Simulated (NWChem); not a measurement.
System: CH4O4Si; SMILES [Si](O)(O)(C=O)O

```xyz
10

O     -0.2002    -2.2637    -0.1791
C      0.5342    -1.4113     0.3019
Si     0.0664     0.4254     0.0036
O      1.3463     1.0581    -0.8151
O     -1.3622     0.3117    -0.8157
O     -0.1733     1.3313     1.3671
H      1.4330    -1.7301     0.8777
H      1.3768     2.0210    -0.9107
H     -1.5196    -0.6137    -1.0771
H     -1.0993     1.3987     1.6425
```
Atoms are numbered in this order, from 1.

Computed with NWChem. Pople sets run with spherical d functions. Geometry: optimised at B3LYP/6-31G* (spherical d). Atomic charges in e: unrestrained fits to the electrostatic potential beside Mulliken populations; buried atoms are poorly determined by the fit.

For level B3LYP/def2-SVP:

- Mulliken O1: -0.24
- ESP Si3: 1.04
- Mulliken Si3: 0.78
- ESP O4: -0.72
- Mulliken O4: -0.38
- ESP O5: -0.67
- Mulliken O5: -0.40

Task: How do the values read with level Hartree-Fock/6-31G* instead?

Result: The Mulliken O1 is -0.50 and the ESP Si3 is 1.28. The Mulliken Si3 is 1.46 and the ESP O4 is -0.84. The Mulliken O4 is -0.88 and the ESP O5 comes out as -0.79. The Mulliken O5 is -0.90.
